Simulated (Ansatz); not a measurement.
Stepwise reaction of `[F][Ge]([F])([Cl])[Cl]` with hydrogen fluoride, as a gas-phase model of exchange steps in deposition or etching. ΔE in kJ/mol; ΔG adds harmonic PBE0-D4 terms to CCSD(T)/CBS, at 1 bar.

Isolated molecules relaxed with PBE0-D4/def2-TZVP in Ansatz; ΔE leaves out vibrations. CCSD(T)/CBS is the MP2 limit (def2-TZVPP, def2-QZVPP) plus CCSD(T) − MP2 in def2-TZVPP, frozen cores. This one scheme is used for every species. DFT in def2-TZVPP. B3LYP here is the variant with VWN-RPA as its local correlation; programs differ in this. For Ge outer-core shells are correlated without core-valence functions, which leaves a few kJ/mol of doubt a bond. Scalar relativity is left out up to krypton.

| step | reaction | PBE-D4 | B3LYP-D4 | ωB97M-V | CCSD(T)/CBS | ΔG(500 K) |
| --- | --- | --- | --- | --- | --- | --- |
| 1 | `[F][Ge]([F])([Cl])[Cl]` + H–F → `[F][Ge]([F])([F])[Cl]` + HCl | 14.0 | 10.0 | 8.8 | 12.4 | 8.3 |
| 2 | `[F][Ge]([F])([F])[Cl]` + H–F → `[F][Ge]([F])([F])[F]` + HCl | 16.4 | 12.1 | 11.3 | 14.3 | 14.4 |

(1) By hand: ΔE of the 2 steps together at CCSD(T)/CBS.

Results:

(1) (12.4) + (14.3) = 26.7 kJ/mol, or 13.4 kJ/mol a step.

In ΔE the steps differ by no more than 1.9 kJ/mol. All are uphill at CCSD(T)/CBS. ΔG lies between 8.3 and 14.4 kJ/mol a step. PBE-D4 differs from CCSD(T)/CBS by 1.6 to 2.1 kJ/mol a step. Isolated molecules leave out the surface, adducts and barriers. Largest T1 diagnostic: 0.012.
